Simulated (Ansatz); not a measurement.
CH₄AlBF₂Si, SMILES `FC1[BH][Al]([F])[SiH2]1`. Charge 0, multiplicity 1. Geometry: relaxed with PBE0-D4/def2-TZVP.

```xyz
10

F     0.434    1.889   -1.299
C     0.380    0.640   -0.714
B    -0.556   -0.445   -1.269
Al   -0.283   -1.714    0.413
F    -0.315   -3.282    0.913
Si    0.117    0.531    1.241
H     1.412    0.219   -0.679
H    -1.330   -0.268   -2.158
H     1.270    1.181    1.918
H    -1.130    1.249    1.633
```

(1) What is the dipole moment at B3LYP/def2-TZVPP? (An estimate is asked.)

(2) And with PBE, r2SCAN, ωB97M-V? (Estimate.)

(3) Give the Mulliken charges with B3LYP, r2SCAN, ωB97M-V in def2-TZVPP. (An estimate is asked.)

Results:

(1) Ansatz gave: 0.91 D, with components (0.34, -0.71, 0.45) D in this frame, pointing from negative to positive charge.

(2) Computed: PBE 0.70 D, r2SCAN 0.82 D, ωB97M-V 1.00 D.

(3) Computed: 
```json
{"atom": "F1", "B3LYP": "-0.23", "r2SCAN": "-0.22", "ωB97M-V": "-0.22"}
{"atom": "C2", "B3LYP": "0.16", "r2SCAN": "0.16", "ωB97M-V": "0.07"}
{"atom": "B3", "B3LYP": "-0.23", "r2SCAN": "-0.26", "ωB97M-V": "-0.30"}
{"atom": "Al4", "B3LYP": "0.52", "r2SCAN": "0.63", "ωB97M-V": "0.54"}
{"atom": "F5", "B3LYP": "-0.33", "r2SCAN": "-0.33", "ωB97M-V": "-0.32"}
{"atom": "Si6", "B3LYP": "0.05", "r2SCAN": "0.03", "ωB97M-V": "-0.01"}
{"atom": "H7", "B3LYP": "0.10", "r2SCAN": "0.09", "ωB97M-V": "0.14"}
{"atom": "H8", "B3LYP": "0.06", "r2SCAN": "0.03", "ωB97M-V": "0.11"}
{"atom": "H9", "B3LYP": "-0.05", "r2SCAN": "-0.06", "ωB97M-V": "-0.01"}
{"atom": "H10", "B3LYP": "-0.06", "r2SCAN": "-0.06", "ωB97M-V": "-0.01"}
```

B3LYP here is the variant with VWN-RPA as its local correlation; programs differ in this.
